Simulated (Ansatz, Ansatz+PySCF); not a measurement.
```xyz
2

K     0.0000    0.0000   -1.1532
Cl    0.0000    0.0000    1.2889
```

Basis set: def2-SVP (spherical functions). Correlated methods keep 10 orbitals frozen. Charge 0, multiplicity 1.

Computed with Ansatz (development build ahead of 0.2.0); each method stands on the lowest determinant of its kind that the runs found. Restricted open shells among the atoms or ions are ROHF, correlated in semicanonical orbitals with singles.

The atomization energy at this shape (free ground-state atoms in the same class of orbitals less the molecule, no zero-point energy) of singlet KCl:

```json
{"method": "RHF-CCSD(T)", "atomization energy": "3.39 eV"}
{"method": "RHF-CCSD", "atomization energy": "3.36 eV"}
{"method": "RHF", "atomization energy": "2.89 eV"}
{"method": "UHF", "atomization energy": "2.79 eV"}
```

(1) What does RHF-MP2 give?

Results:

(1) 3.50 eV. Caution: the shape is not the minimum.
